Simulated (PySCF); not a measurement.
PySCF job for Si(H)2(Br)(OEt) (C2H7BrOSi), SMILES CCO[SiH2]Br, PBE/pcSseg-1. Geometry optimised at PBE0-D3(BJ)/def2-SVP. The values are those of a single conformer.

```python
import numpy as np
from pyscf import gto, scf, dft
from pyscf.prop.nmr import rks as nmr

mol = gto.M(
    atom='''
    Si    0.43083406    0.90258604    0.64615541
    Br    1.43994809   -0.65063979   -0.59994098
    O    -1.19084479    0.91371053    0.35487964
    C    -2.07019333   -0.17333490    0.56553337
    C    -3.47891879    0.25343969    0.23408405
    H     0.72974528    0.55895945    2.06507956
    H     0.94852979    2.23441605    0.25638545
    H    -2.00707729   -0.51268830    1.61717601
    H    -1.76480182   -1.02588169   -0.06827236
    H    -3.54461162    0.57804614   -0.81473956
    H    -3.78968772    1.09328337    0.87286314
    H    -4.18052532   -0.58026010    0.38652431
    ''',
    basis='pcSseg-1',
    charge=0,
    spin=0,
    max_memory=1600,
    verbose=3,
)
mf = dft.RKS(mol, xc='pbe')
mf.grids.level = 3
mf.conv_tol = 1e-10
mf.max_cycle = 100
mf.kernel()
n = nmr.NMR(mf)
n.verbose = 2
n.max_cycle_cphf = 60
sigma = n.kernel()
print('atom   isotropic/ppm   span/ppm')
for i, s in enumerate(sigma):
    w = np.linalg.eigvalsh((s + s.T) / 2)
    print(f'{mol.atom_symbol(i):2s}{i + 1:3d} {w.mean():14.3f} {w[2] - w[0]:11.3f}')
```

Log of the run:

```
converged SCF energy = -3018.3516346491
atom   isotropic/ppm   span/ppm
Si  1        344.436     103.204
Br  2       2545.428     623.338
O   3        246.889     127.027
C   4        115.596      73.372
C   5        160.528      36.418
H   6         25.242      10.722
H   7         25.484      10.708
H   8         27.478       9.257
H   9         27.062       9.801
H  10         29.737       8.711
H  11         29.753       8.991
H  12         30.142      10.291
```

The run converged.

Cost: very roughly 40 core-seconds.
